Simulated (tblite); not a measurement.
Species: C5H6ClNSi.
SMILES: `N#C[C@@]1([SiH3])C=C(Cl)C1`

Level: GFN2-xTB in tblite, geometry and Hessian alike; calculated harmonic values, unscaled, isolated species. The method is semi-empirical: single wavenumbers can be off by several per cent or more. Modes of hydrogen on silicon can be 10 to 20 % off.

Harmonic wavenumbers (cm⁻¹): 70.0, 116.1, 120.9, 151.2, 200.6, 285.2, 307.2, 386.9, 415.5, 475.8, 524.6, 550.8, 568.7, 606.5, 760.8, 762.7, 766.2, 779.9, 870.1, 909.2, 1002.4, 1013.2, 1032.3, 1118.8, 1150.8, 1212.3, 1238.7, 1440.9, 1646.7, 2293.0, 2297.8, 2308.8, 2384.6, 2992.4, 3004.5, 3154.8.

A = 2507, B = 844.6, C = 702.2 MHz; mass 142.996 u (most abundant isotopes); point group C1, symmetry number 1.

Q: What is the zero-point energy?

A: ½Σν̃ = 19460 cm⁻¹ = 232.80 kJ/mol.

Q: What is S at 400 K and 1 bar for an ideal gas of classical rigid rotors and harmonic oscillators?

A: Translation 176.86, rotation 128.18, vibration 141.00: S = 446.0 J/(mol K).

Q: And Cp and H(400 K) − H(0)?

A: Cp = 180.02 J/(mol K), of which vibrations give 146.76 (their classical limit is 36 R = 299.3); H(400 K) − H(0) = 43.76 kJ/mol without the zero-point energy, 30.45 from vibrations.

Q: Blend soft modes into free rotors: weight 1/[1 + (100 cm⁻¹/ν̃)⁴] for the oscillator and the rest for a rotor with moment μB/(μ + B), μ = h/(8π²ν), B = 10⁻⁴⁴ kg m². What vibrational entropy results?

A: 134.47 J/(mol K) in place of 141.00, which changes −T·S at 400 K by +2.61 kJ/mol.

Q: How do the functions run with temperature in this model?

A: 
```tsv
T (K)	S (J/(mol K))	Cp (J/(mol K))	H − H(0) (kJ/mol)	G − H(0) (kJ/mol)	ln q(vib)
150	316.9	91.6	9.03	-38.51	2.11
250	373.1	131.3	20.20	-73.08	4.35
298.15	397.8	148.7	26.95	-91.65	5.46
600	527.8	222.8	84.38	-232.30	12.26
900	626.1	261.2	157.52	-406.00	18.33
```

q(vib) and H(0) count from the zero-point level.

Q: Which modes carry the vibrational entropy at 400 K?

A: 70.0 cm⁻¹: 19.80; 116.1 cm⁻¹: 15.63; 120.9 cm⁻¹: 15.30; 151.2 cm⁻¹: 13.48; 200.6 cm⁻¹: 11.21; 285.2 cm⁻¹: 8.46 J/(mol K); the other 30 give 57.11 together.

Q: What must be added to the electronic energy to get the Gibbs energy at 400 K and 1 bar?

A: ZPE + [H(400 K) − H(0)] − T·S = 232.80 + 43.76 − 178.41 = 98.15 kJ/mol.

Hindered rotation and anharmonicity are outside this model. The structure is chiral; the term R ln 2 for an equal mix with its mirror image is left out.
